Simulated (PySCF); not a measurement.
PySCF job for C4H6Ge, SMILES C#C[C](=C)[GeH3], PBE/pcSseg-1. Geometry: B3LYP-D3(BJ)/def2-SVP. This is a generated structure with no PubChem entry under its InChIKey; it may be hypothetical.

```python
import numpy as np
from pyscf import gto, scf, dft
from pyscf.prop.nmr import rks as nmr

mol = gto.M(
    atom='''
    C    -1.05869585   -2.70169010   -0.00000000
    C    -0.26458566   -1.78102948   -0.00000000
    C     0.59835205   -0.64732634    0.00000000
    C     1.94220054   -0.74972501   -0.00000000
    Ge   -0.28312711    1.11527340   -0.00000000
    H    -1.74726797   -3.52510894    0.00000000
    H     2.44100675   -1.72435458    0.00000000
    H     2.58075724    0.13785992   -0.00000000
    H    -1.16670893    1.25203277   -1.25497017
    H    -1.16670893    1.25203277    1.25497017
    H     0.81536288    2.19741486    0.00000000
    ''',
    basis='pcSseg-1',
    charge=0,
    spin=0,
    max_memory=1600,
    verbose=3,
)
mf = dft.RKS(mol, xc='pbe')
mf.grids.level = 3
mf.conv_tol = 1e-10
mf.max_cycle = 100
mf.kernel()
n = nmr.NMR(mf)
n.verbose = 2
n.max_cycle_cphf = 60
sigma = n.kernel()
print('atom   isotropic/ppm   span/ppm')
for i, s in enumerate(sigma):
    w = np.linalg.eigvalsh((s + s.T) / 2)
    print(f'{mol.atom_symbol(i):2s}{i + 1:3d} {w.mean():14.3f} {w[2] - w[0]:11.3f}')
```

Output:

```
converged SCF energy = -2232.1809783074
atom   isotropic/ppm   span/ppm
C   1         88.367     138.066
C   2         91.677     302.020
C   3         46.515     208.532
C   4         33.714     234.100
Ge  5       1469.509     249.183
H   6         27.771       9.787
H   7         24.705       8.732
H   8         25.023       9.183
H   9         26.709      15.850
H  10         26.709      15.850
H  11         26.937      16.345
```

The run converged.
